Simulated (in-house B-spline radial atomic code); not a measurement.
# Ionising the cadmium ion Cd⁷⁺ with different functionals

Computed with a radial B-spline atomic code at the basis-set limit: four-component Dirac-Coulomb Hamiltonian, Fermi nucleus of rms radius 4.6087 fm, spin-restricted, spherical fractional occupations for the functionals, and exact exchange of hybrids averaged over the configuration. The ionisation energy is the difference of two self-consistent energies, [Kr] 4d5 → [Kr] 4d4, without Breit or QED terms; ε is the level of the shell that loses the electron (mean over j). The electron is taken from both j subshells in proportion to 2j + 1, so the result is a j average, not the step between ground levels.

```
   method                    rung  ΔSCF (eV)  -ε(4d) (eV)
     PBE0           global hybrid     129.27       121.84
BHandHLYP           global hybrid     129.07       124.47
  LC-wPBE  range-separated hybrid     129.29       124.46
CAM-B3LYP  range-separated hybrid     129.21       123.24
```

Task: Among the functionals, which spreads more, the ΔSCF values or the orbital energies?

Result: The orbital energies: ΔSCF values span about 0.22 eV and the orbital energies 2.62 eV; here energy differences depend much less on the functional than eigenvalues do.

Task: How do they compare with the NIST value?

Result: NIST lists 130 eV ± 2.1 (tabulated theory, ground level to ground level). Errors run from -1.03 to -0.81 eV; all lie within about twice that uncertainty, so the table can't rank the methods.
